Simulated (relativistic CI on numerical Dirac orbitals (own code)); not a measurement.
**Hyperfine structure of W LIV, mass number 183**

Method of calculation: Dirac-Coulomb-Breit CI, KLI orbitals optimised for each configuration, model QED, unscaled Slater integrals (own radial code, finite nucleus).

CI space (outside the closed core [Ne]): 3s²3p⁶3d³, 3s²3p⁵3d⁴, 3s3p⁶3d⁴, 3s²3p⁶3d²4s, 3s²3p⁶3d²4p, 3s²3p⁶3d²4d, 3s²3p⁵3d³4s, 3s²3p⁶3d²4f, 3s²3p⁵3d³4p, 3s3p⁶3d³4s, 3p⁶3d⁴4p, 3p⁶3d⁵, 3p⁵3d⁶, 3p⁵3d⁵4s, 3p⁶3d⁴4s, 3p⁵3d⁴4s², 3s²3p⁶3d4s², 3s²3p⁶4s²4p, 3s²3p⁶4s²4d. Double excitations out of closed p, d and f shells are left out; levels of such configurations are missing from the list, as are those of other unlisted configurations, and high levels can miss mixing partners. These lack a partner that the ground configuration has and come out too high: 3s²3p⁵3d³4p.

Nuclear spin I = 1/2, μ = 0.11739 μN (tables of Stone and Pyykkö). The electronic factors are computed for point nuclear moments, without core polarisation or the Bohr-Weisskopf and QED corrections.

```json
{"Level": "3s²3p⁶3d³ ⁴F5/2", "E (cm⁻¹)": "524219", "A (MHz)": "14700"}
{"Level": "3s²3p⁶3d³ ⁴P1/2", "E (cm⁻¹)": "622899", "A (MHz)": "-9481"}
{"Level": "3s²3p⁶3d³ ⁴F7/2", "E (cm⁻¹)": "1122122", "A (MHz)": "11990"}
{"Level": "3s²3p⁶3d³ ⁴F9/2", "E (cm⁻¹)": "1159516", "A (MHz)": "12620"}
{"Level": "3s²3p⁶3d³ ²P1/2", "E (cm⁻¹)": "1230689", "A (MHz)": "-4137"}
{"Level": "3s²3p⁶3d³ ²H11/2", "E (cm⁻¹)": "1237897", "A (MHz)": "14140"}
```

Levels with J = 0, under 50 % of one LS term, or S terms without an open s electron are left out. Small factors come from cancelling terms and can be off by tens of per cent or more.

At this charge energies of transitions that change n are usually good to better than 1 %, and those within a shell (Δn = 0) to a few per cent.

Give the hyperfine levels of 3s²3p⁶3d³ ⁴F5/2 relative to its centre of gravity.

With K = F(F + 1) − I(I + 1) − J(J + 1), E = AK/2: F = 2: -25720, F = 3: 18370 MHz.

LS names give the leading component of a level, which can be under half, so a name can repeat, a term be missing and a line seem to break the LS rules.
